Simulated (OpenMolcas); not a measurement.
Pt2+ (d8) on a cation site of an ionic host was computed by CASSCF with the d shell active (OpenMolcas, ANO-RCC-VTZP on the metal). Its lowest spin-free states, and all those of the highest spin:

```json
{"2S+1": "3", "Degeneracy": "1", "E (cm-1)": "0.0"}
{"2S+1": "1", "Degeneracy": "2", "E (cm-1)": "12659"}
{"2S+1": "3", "Degeneracy": "3", "E (cm-1)": "19470"}
{"2S+1": "1", "Degeneracy": "1", "E (cm-1)": "22703"}
{"2S+1": "3", "Degeneracy": "3", "E (cm-1)": "27387"}
{"2S+1": "1", "Degeneracy": "3", "E (cm-1)": "31808"}
{"2S+1": "1", "Degeneracy": "3", "E (cm-1)": "35219"}
{"2S+1": "3", "Degeneracy": "3", "E (cm-1)": "42941"}
{"2S+1": "1", "Degeneracy": "2", "E (cm-1)": "52704"}
{"2S+1": "1", "Degeneracy": "3", "E (cm-1)": "52950"}
{"2S+1": "1", "Degeneracy": "1", "E (cm-1)": "72088"}
```

Problem. Is the site octahedral, tetrahedral or cube-like, axial, or of lower symmetry?

Solution. The states with 2S+1 = 3 have orbital degeneracies 1, 3, 3, 3. Threefold states need a cubic site. For d8 at this spin an octahedron puts the single A2 below the threefold T2 and a tetrahedron or cube puts the threefold T1 below the threefold T2, so the site is octahedral. The first gap at this spin, 19500 cm-1, is |10Dq| in ligand-field theory. The run had Pt2+ with its 6 nearest fluoride ions at 2.081 Å, on the Zn site of KZnF3 (a = 4.054 Å, distance in the model lattice 2.027 Å). The rest of the host is ab initio model potentials to 7.6 Å, with orthogonalisation functions on the cations behind the ligands, and point charges beyond; the distance is set by hand and nothing relaxes. Ligand basis ANO-RCC-VDZP.

Without dynamic correlation the repulsion within the d shell is too large (B by tens of per cent), so at a given field states of lower spin stand too high. Real 4d8 and 5d8 ions are as a rule square planar and diamagnetic. With metal d orbitals alone the field can be off either way by tens of per cent. Ligand-to-metal charge-transfer states are missing. With no ligand orbital active B as a rule stays too high, so bands that hang on it stand too high and its fall with covalency is understated. No measured value stands beside these numbers; the geometry was set by hand and not optimised.
